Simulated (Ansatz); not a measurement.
Basis-set extrapolation for H₅NO₂Si, SMILES `N[SiH](O)O` (PBE0-D4/def2-TZVP geometry, frozen core, Ansatz 0.2.0). Multiplicity 1, RHF reference.

```json
{"": "HF", "def2-TZVPP": "-496.275845", "def2-QZVPP": "-496.296050"}
{"": "MP2 correlation", "def2-TZVPP": "-0.819590", "def2-QZVPP": "-0.885156"}
{"": "CCSD(T) correlation", "def2-TZVPP": "-0.870072", "def2-QZVPP": "-0.931510"}
```

Energies in hartree. Use E(X) = E(∞) + A·exp(−7.88·√X) for Hartree–Fock and E(X) = E(∞) + B·X^(−2.97) for correlation, with X = 3 and 4.

**Question.** What is the CCSD(T) energy at the basis-set limit?

**Answer.** HF limit: -496.296050 + (-0.020205) × 0.13774 = -496.29883. Correlation limit: -0.931510 + (-0.061438) × 0.74074 = -0.97702. Total: -497.27585 hartree, 81.5 kcal/mol below CCSD(T)/def2-TZVPP.
